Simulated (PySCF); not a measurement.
Compound: C6H11B.
InChI=1S/C6H11B/c1-2-7-5-3-4-6-7/h2H,1,3-6H2

The closed-shell ground state was solved at several levels (PySCF, density fitting, gas phase, non-relativistic). Geometry: PBE0-D3(BJ)/def2-SVP, one conformer, isolated molecule.

| level | basis functions | total energy (Eh) | HOMO (eV) | LUMO (eV) | gap (eV) | dipole (D) |
| --- | --- | --- | --- | --- | --- | --- |
| wB97X-D/def2-SVPD | 228 | -259.8380 | -9.89 | 0.41 | 10.30 | 0.55 |
| PBE0/pcSseg-1 | 174 | -259.7367 | -8.02 | -1.42 | 6.60 | 0.65 |

(1) Estimate the row for B3LYP/pcJ-1, a basis of 299 functions; the other rows only guide the guess.

(2) Over all these levels, which gives the widest orbital gap and which the narrowest?

(3) How far do the dipole and the HOMO energy spread over the levels?

Answers

(1) Total energy -260.1233 Eh, HOMO -7.78 eV, LUMO -1.60 eV, gap 6.18 eV, dipole 0.66 D.

(2) wB97X-D/def2-SVPD (range-separated hybrid) has the widest, 10.30 eV, and B3LYP/pcJ-1 (global hybrid, 20 % exact exchange) the narrowest, 6.18 eV. Functional and basis both differ between the two, so the spread mixes both effects.

(3) The dipole runs from 0.55 to 0.66 D (mean 0.62 D) and the HOMO from -9.89 to -7.78 eV.

Note: wB97X-D ran without an empirical dispersion term, which enters the total energy and its gradient alone.
